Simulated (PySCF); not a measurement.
# Radial density of Al²⁺ (aluminium, charge +2)

M06-L, [Ne] 3s1, 2S determinant. Computed with PySCF 2.14 in def2-TZVP, with the non-relativistic Hamiltonian (point nucleus).

| r (bohr) | 4πr²ρ (e/bohr) | 4πr²(ρα − ρβ) |
| --- | --- | --- |
| 0.00233 | 0.08977 | 0.0002 |
| 0.00392 | 0.2447 | 0.0006 |
| 0.00659 | 0.6438 | 0.0016 |
| 0.0111 | 1.624 | 0.0040 |
| 0.0186 | 3.773 | 0.0092 |
| 0.0314 | 7.697 | 0.0185 |
| 0.0528 | 12.58 | 0.0284 |
| 0.0887 | 14.45 | 0.0243 |
| 0.149 | 10.52 | 0.0024 |
| 0.251 | 8.871 | 0.0381 |
| 0.422 | 12.64 | 0.1047 |
| 0.710 | 8.417 | -0.0095 |
| 1.19 | 1.742 | 0.2143 |
| 2.01 | 0.5857 | 0.5469 |
| 3.38 | 0.1509 | 0.1509 |
| 5.69 | 0.0008551 | 0.0009 |

Question: Where is the radial spin density 4πr²(ρα − ρβ) most negative, and why is it negative at all?

Answer: Around r = 0.710 bohr, down to -0.0095 e/bohr: exchange with the open shell polarises the paired shells in an unrestricted calculation.
